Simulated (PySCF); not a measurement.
# Electron correlation in Sn⁺ (tin, charge +1)

[Kr] 4d10 5s2 5p1, 2P determinant. All numbers are calculated (PySCF 2.14, the non-relativistic Hamiltonian (point nucleus), in dyall-av2z (22s16p12d, 130 functions)). Frozen: [Kr] 4d10; 3 electrons correlated; the 62 highest virtual orbitals of each spin left out.

| level | correlation energy (mhartree) |
| --- | --- |
| CCSD | -43.51 |
| (T) | -0.53 |
| CCSD(T) | -44.04 |

Diagnostics: T1 = 0.011, D1 = 0.0274, largest double amplitude 0.105.

**Question.** Is a single reference adequate?

**Answer.** Mostly. T1 lies below 0.03, but a double amplitude of this size points to a near-degeneracy that CCSD handles and MP2 describes poorly.
